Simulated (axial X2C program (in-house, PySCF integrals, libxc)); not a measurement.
# Worked dissociation energy of ScI: B3LYP, two-component

Calculated with an in-house all-electron X2C program for linear molecules (integrals from PySCF). Two-component (2c) means X2C with spin–orbit coupling and atomic mean-field two-electron Coulomb and Gaunt terms. Basis: I dyall-cv3z [11s12p8d4f1g], Sc dyall-cv3z [10s11p7d5f2g] (cores contracted in-house); Gaussian nuclei, density fitting, unrestricted open shells. Masses: I 126.904 u, Sc 44.956 u.

Molecular state: Ω = 1 (⟨Sz⟩ = -1.00, ⟨Lz⟩ = 2.00 at B3LYP).

- E(I) (2M_J = 3): -7112.791982 hartree
- E(Sc) (2M_J = 1): -764.066351 hartree
- E(ScI) at Re: -7876.962056 hartree
- ωe: 244.8 cm⁻¹
- ωexe: 0.658 cm⁻¹

Question: Work out De and D0.

Answer: De = -7112.791982 + (-764.066351) − (-7876.962056) = 0.10372 hartree = 2.822 eV. The zero-point energy is ωe/2 − ωexe/4 = 122 cm⁻¹ = 0.015 eV, so D0 = 2.807 eV.

Occupations by symmetry block were frozen at the best pattern of an incomplete PBE0 search. Dissociation energies refer to the lowest single-determinant-based atoms at the same level and basis. Density functionals use the spin component along the axis (collinear). In 2c an atomic determinant is not the ground J level, so De misses part of the atomic spin–orbit lowering. This holds for B3LYP. Other states lie close and PBE0, whose exact exchange favours high spin, may order them wrongly; the determinant shown need not be the ground state. The nearest other 2c determinant of the search, Ω = 3, lies 0.01 eV up at the distance of the search. Without a current term, density functionals place determinants with orbital angular momentum somewhat too high. With several unpaired electrons one determinant need not be a pure state.

Each atomic determinant is the lowest at this level and need not be a pure J level. Totals compare only within one Hamiltonian and basis.
